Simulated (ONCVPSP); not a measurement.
# Logarithmic derivatives: bromine (Br), ONCV

- Element: bromine (Br)
- Generator: ONCVPSP 4.0.1
- Type: optimised norm-conserving Vanderbilt (ONCV)
- Functional: LDA (Perdew-Wang 92)
- Relativity: non-relativistic
- Frozen core: [Ar] 3d10
- Valence charge: 7
- Reference configuration: 4s1 4p6
- Partial waves: 4s: rc 1.20 bohr, ncon 3, nbas 7, qcut 5.3 1/bohr, 2 projectors, debl 3.9 Ha; 4p: rc 1.45 bohr, ncon 4, nbas 9, qcut 4.8 1/bohr, 2 projectors, debl 2.3 Ha
- Local potential: polynomial inside 0.85 bohr (lpopt 2, dvloc0 0 Ha)
- Core correction: none

The phase is arctan(r·R′/R) of the radial function R(r), unwrapped; energies in Ha, scanned from -2 to 5 Ha. A pole is an energy at which the radial function vanishes at the test radius. The pseudo phase is shifted by a multiple of π to meet the all-electron one at the reference energy, and phase errors are pseudo minus all-electron; the curves can meet again beyond the range given. Levels narrower than the energy grid can be missing from the lists of poles.

**Question.** For each channel, where are the poles, and over which energies does the pseudopotential scatter like the atom?

**Answer.**

```json
{"channel": "s", "radius (bohr)": "1.22", "reference energy (Ha)": "-0.75", "poles, all-electron": "none", "poles, pseudo": "none", "unbroken range about the reference energy with phases within 0.05 rad": "the whole range", "phase error 1 Ha above the reference energy (rad)": "-0.002"}
{"channel": "p", "radius (bohr)": "1.48", "reference energy (Ha)": "-0.32", "poles, all-electron": "3.84", "poles, pseudo": "3.78", "unbroken range about the reference energy with phases within 0.05 rad": "the whole range", "phase error 1 Ha above the reference energy (rad)": "-0.000"}
```

Note: no bound ghost flagged; GHOST(+) flagged for s at 92.9 eV, p at 180.2 eV.

Phases in the p channel:

```
E (Ha)  all-electron  pseudo
 -1.98         0.860   0.855
 -1.80         0.787   0.783
 -1.62         0.700   0.696
 -1.44         0.592   0.589
 -1.26         0.461   0.458
 -1.08         0.303   0.301
 -0.90         0.119   0.117
 -0.72        -0.084  -0.084
 -0.54        -0.290  -0.290
 -0.36        -0.483  -0.483
 -0.18        -0.653  -0.653
  0.00        -0.797  -0.797
  0.18        -0.914  -0.915
  0.36        -1.011  -1.011
  0.54        -1.090  -1.090
  0.72        -1.155  -1.155
  0.90        -1.210  -1.210
  1.08        -1.256  -1.256
  1.26        -1.296  -1.296
  1.44        -1.331  -1.331
  1.62        -1.361  -1.361
  1.80        -1.387  -1.387
  1.98        -1.411  -1.411
  2.16        -1.433  -1.433
  2.34        -1.452  -1.452
  2.52        -1.470  -1.470
  2.70        -1.486  -1.487
  2.88        -1.502  -1.502
  3.06        -1.516  -1.517
  3.24        -1.530  -1.531
  3.42        -1.543  -1.544
  3.60        -1.555  -1.558
  3.78        -1.567  -1.571
  3.96        -1.579  -1.583
  4.14        -1.590  -1.597
  4.32        -1.601  -1.610
  4.50        -1.612  -1.624
  4.68        -1.623  -1.640
  4.86        -1.634  -1.657
```
